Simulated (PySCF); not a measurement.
Structure problem from calculated spectra and properties.

Elements present: C, H and O. Monoisotopic mass: 98.0368 u.

- Rotational structure: rotational constants A, B, C: 6.258, 1.967, 1.525 GHz [GFN2-xTB]
- Triplet: lowest triplet excitation (Tamm–Dancoff): 3.50 eV [TDA PBE0/def2-SVPD]
- Dipole: 2.25 D [PBE0/def2-SVPD]
- 13C NMR: chemical shifts (computed TMS as zero) by class: 165.8 (1 C), 162.2 (1 C), 145.2 (1 C), 32.0 (1 C), 29.0 (1 C) ppm [GIAO PBE0/pcSseg-1]
- Polarisability: 65.4 au [PBE0/def2-SVPD]
- 1H NMR: chemical shifts (computed TMS as zero) by class: 7.37 (1 H), 5.98 (1 H), 2.82 (2 H), 2.52 (2 H) ppm [GIAO PBE0/pcSseg-1]

Gas-phase values; electronic properties from PySCF, density fitting. Levels stand in brackets. One conformer (not necessarily the lowest) at the GFN2-xTB geometry, without solvent, vibrations or thermal averaging. NMR classes are plain means over equivalent atoms (diastereotopic ones count apart unless rotation or inversion swaps them), as if these changed places fast.

Problem. Which formula fits the mass and the elements?

Solution. C5H6O2 (calculated 98.0368). No other formula that holds each of these elements comes within 0.0003 u with a fitting electron parity and a possible valence count.

Problem. Propose a structure and show how it fits.

Solution. Numbering: `[O:1]=[C:2]([OH:3])[C:4]1=[CH:5][CH2:6][CH2:7]1`. Its formula, C5H6O2, gives 3 degrees of unsaturation: 1 ring and 2 π bonds in the structure found. 5 carbons fall into 5 classes; from least to most shielded: carboxylic acid carbon [C2] (165.8 ppm), alkene CH carbon [C5] (162.2 ppm), fully substituted alkene carbon [C4] (145.2 ppm), allylic carbon [C7] (32.0 ppm), allylic carbon [C6] (29.0 ppm). Hydrogen classes from least to most shielded: 1 H on an alkene CH carbon, C5 (7.37 ppm), 1 H on an acid hydroxyl oxygen, O3 (5.98 ppm), 2 H on an allylic carbon, C7 (2.82 ppm), 2 H on an allylic carbon, C6 (2.52 ppm). The optimised geometry has point group Cs and is an asymmetric top. Structure: `O=C(O)C1=CCC1`. Computed isomers that give other values at the same levels: `CO[C@H]1C=CC1=O` (rotational constant A: 4.524 GHz; this holds for the one conformer computed); `OCc1ccoc1` (rotational constant A: 7.111 GHz; this holds for the one conformer computed); `C=CCC(=O)C=O` (13C chemical shifts (computed TMS as zero) by class: 202.9 (1 C), 197.6 (1 C), 139.1 (1 C), 125.7 (1 C), 46.7 (1 C) ppm). The assignments are read from this structure; whether some other isomer fits the data as well wasn't checked.

The values belong to the conformer `[O:1]=[C:2]([OH:3])[C:4]1=[CH:5][CH2:6][CH2:7]1`: O1–C2–C4–C5 0°, H–O3–C2–O1 0°.
